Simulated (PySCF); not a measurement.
A run for PySCF: R-HF/3-21G on CH5BSe (SMILES CB[SeH]), a point of a bond scan (R = 2.521 Å).

```python
from pyscf import gto, scf, dft, mp
from pyscf.data.elements import chemcore

mol = gto.M(
    atom='''
    B    -0.15281115   -0.55344157    1.06257556
    H    -1.13195865   -0.58935052    1.73549546
    C     1.16908035   -1.26447540    1.48164381
    H     0.73091057   -3.72239602    1.82742245
    H     1.49361377   -0.88848570    2.45849675
    H     2.00004339   -1.16077437    0.78257232
    Se   -0.23400099    0.42531987   -0.59759198
    H    -1.63466303    0.86493165   -0.49316030
    ''',
    basis='3-21g',
    charge=0, spin=0, verbose=3, max_memory=1800)
mf = scf.RHF(mol)
mf.conv_tol = 1e-8
mf.max_cycle = 100
mf.kernel()
if not mf.converged:
    mf = mf.newton().run(mf.mo_coeff, mf.mo_occ)
```

Program output:

```
converged SCF energy = -2453.36895513941
```

The run converged.

Cost: around 0.5 core-seconds (rough).
